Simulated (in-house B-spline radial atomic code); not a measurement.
Configurations of Kr⁷⁺, with energies counted from [Ar] 3d10 4s1. Level of theory: Dirac-Hartree-Fock, average of configuration, Fermi nucleus of rms radius 4.1884 fm; calculated with a radial B-spline atomic code at the basis-set limit. Energies include first-order Breit, QED and recoil terms.

Occupations are held fixed; configurations that lie above the ionisation limit could autoionise.

| configuration | E - E(ref) (eV) | highest orbital | its <r> (bohr) |
| --- | --- | --- | --- |
| [Ar] 3d10 4f1 | 68.991 | 4f5/2 | 2.144 |
| [Ar] 3d10 6p1 | 88.507 | 6p3/2 | 4.438 |
| [Ar] 3d10 6g1 | 100.42 | 6g9/2 | 5.491 |
| [Ar] 3d10 8s1 | 105.16 | 8s1/2 | 8.403 |
| [Ar] 3d10 7g1 | 106.84 | 7g9/2 | 7.925 |
| [Ar] 3d9 4s1 6p1 | 173.49 | 6p3/2 | 4.382 |
| [Ne] 3s2 3p5 3d10 4s2 | 208.91 | 4s1/2 | 1.319 |
| [Ne] 3s2 3p5 3d10 4s1 5d1 | 289.87 | 5d5/2 | 3.149 |
| [Ne] 3s2 3p5 3d10 4s1 6g1 | 312.5 | 6g9/2 | 5.469 |
| [Ne] 3s2 3p5 3d10 4s1 7f1 | 318.39 | 7f5/2 | 8.102 |
| [Ne] 3s2 3p5 3d10 4s1 8d1 | 320.56 | 8d5/2 | 9.728 |

(1) Order these further configurations by energy, lowest first.
A. [Ar] 3d9 4s1 7f1
B. [Ar] 3d10 4p1
C. [Ne] 3s2 3p5 3d10 4s1 7d1
D. [Ar] 3d9 4s1 5f1
E. [Ar] 3d10 8d1

(2) How far above the reference does [Ar] 3d10 8p1 lie?

(3) How far above the reference does [Ar] 3d9 4s1 4p1 lie?

(4) How far above the reference does [Ar] 3d10 5s1 lie?

(5) One of these lies 192.3 eV from the reference. Which?
A. [Ar] 3d9 4s1 6g1
B. [Ar] 3d9 4s1 7g1
C. [Ar] 3d9 4s1 5p1

Answers

(1) B (18.439 eV), E (108.59 eV), D (173.85 eV), A (191.74 eV), C (315.02 eV).

(2) 106.44 eV; its least bound orbital is 8p3/2 with <r> = 8.89 bohr.

(3) 99.195 eV; its least bound orbital is 4p3/2 with <r> = 1.429 bohr.

(4) 60.022 eV; its least bound orbital is 5s1/2 with <r> = 2.556 bohr.

(5) B.
